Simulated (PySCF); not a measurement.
I₃Sn (SMILES [I][Sn-]([I])[I]), charge -1, singlet, geometry from GFN2-xTB (such geometries of metal compounds can be far from the true shape) (all electrons, no relativity). Base run: M062X/3-21G (PySCF).

The PySCF input:
```python
from pyscf import gto, scf, dft

mol = gto.M(
    atom='''
Sn   -0.01199166   -0.00955401    0.94012760
I    -1.99356510   -1.58626723   -0.33726525
I    -0.37409393    2.52761379   -0.27480117
I     2.37897192   -0.93233334   -0.27484642
''',
    basis='3-21g',
    charge=-1,
    verbose=4,
    symmetry=True,
)

mf = dft.RKS(mol)
mf.xc = 'm062x'
mf.kernel()
mf.analyze()
```

Each row names what was changed in the base input (with any setting that the change needs).

```tsv
change	ΔE vs base (eV)	point group used	SCF cycles
base	0.00	Cs	8
irrep_nelec = A':124 A":86	8.49	Cs	10
irrep_nelec = A':128 A":82	11.91	Cs	10
symmetry = off	0.00	C1	8
```
